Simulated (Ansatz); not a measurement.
Isolated molecules relaxed with PBE0-D4/def2-TZVP in Ansatz; ΔE leaves out vibrations. CBS: MP2 limit from def2 TZ/QZ plus the TZ coupled-cluster correction, frozen cores. This one scheme is used for every species. DFT in def2-TZVPP. B3LYP here is the variant with VWN-RPA as its local correlation; programs differ in this. HSE06 is defined as in plane-wave codes. For Ga outer-core shells are correlated without core-valence functions, which leaves a few kJ/mol of doubt a bond. Scalar relativity is left out up to krypton. One conformer a species, not always the lowest.

`[SiH3]C[SiH2][GaH2]` → `C[SiH2][GaH2]` + `[SiH2]`  (silylene formation by 1,1-elimination)

| level | ΔE (kcal/mol) | difference from CCSD(T)/CBS |
| --- | --- | --- |
| LDA (SPW92) | 69.8 | 10.3 |
| BLYP-D4 | 54.7 | -4.8 |
| r2SCAN-D4 | 64.3 | 4.8 |
| B97M-V | 57.5 | -2.0 |
| PBE0-D4 | 62.5 | 3.0 |
| r2SCAN0-D4 | 64.6 | 5.1 |
| BHLYP-D4 | 59.3 | -0.2 |
| B2PLYP | 55.9 | -3.6 |
| revPBE | 51.9 | -7.6 |
| PBE0 | 59.6 | 0.1 |
| B3LYP | 51.6 | -7.9 |
| HSE06 | 59.6 | 0.1 |
| MP2/def2-SVP | 58.6 | -0.9 |
| CCSD(T)/def2-SVP | 53.3 | -6.2 |
| HF/def2-TZVPP | 48.4 | -11.1 |
| MP2/def2-QZVPP | 64.0 | 4.5 |
| CCSD(T)/CBS | 59.5 | 0 |

Largest T1 diagnostic among the species: 0.014.

The D4 term adds +5.4 kcal/mol with B3LYP and +2.9 kcal/mol with PBE0; it sums over pairs of atoms, weighted by their polarisabilities, and B3LYP, whose exchange is more repulsive, gets the larger term. At CCSD(T), def2-SVP lies −6.2 kcal/mol from the extrapolated value and def2-TZVPP −1.8 kcal/mol. From BLYP to BHLYP (50 % exact exchange), in def2-TZVPP and without D4, ΔE moves by +6.5 kcal/mol.

CCSD(T)/CBS has its own doubt, a few kJ/mol and more with outer-core shells, so smaller differences from it don't rank the levels.
